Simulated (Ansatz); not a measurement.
Basis-set extrapolation for CH$_{5}$B$_{2}$NO (PBE0-D4/def2-TZVP geometry, frozen core, Ansatz). Multiplicity 1, RHF reference.

```
                      def2-TZVPP   def2-QZVPP
                 HF  -219.516635  -219.526859
    MP2 correlation    -0.813419    -0.870049
CCSD(T) correlation    -0.879066      not run
```

Energies in hartree. Use E(X) = E(∞) + A·exp(−7.88·√X) for Hartree–Fock and E(X) = E(∞) + B·X^(−2.97) for correlation, with X = 3 and 4, and add CCSD(T) minus MP2 of the smaller set to the MP2 limit.

**Question.** What is the CCSD(T) energy at the basis-set limit?

**Answer.** HF limit: -219.526859 + (-0.010224) × 0.13774 = -219.52827. MP2 limit: -0.870049 + (-0.056630) × 0.74074 = -0.91200. Higher-order term: -0.879066 − (-0.813419) = -0.06565. Total: -220.50592 hartree, 289.4 kJ/mol below CCSD(T)/def2-TZVPP.
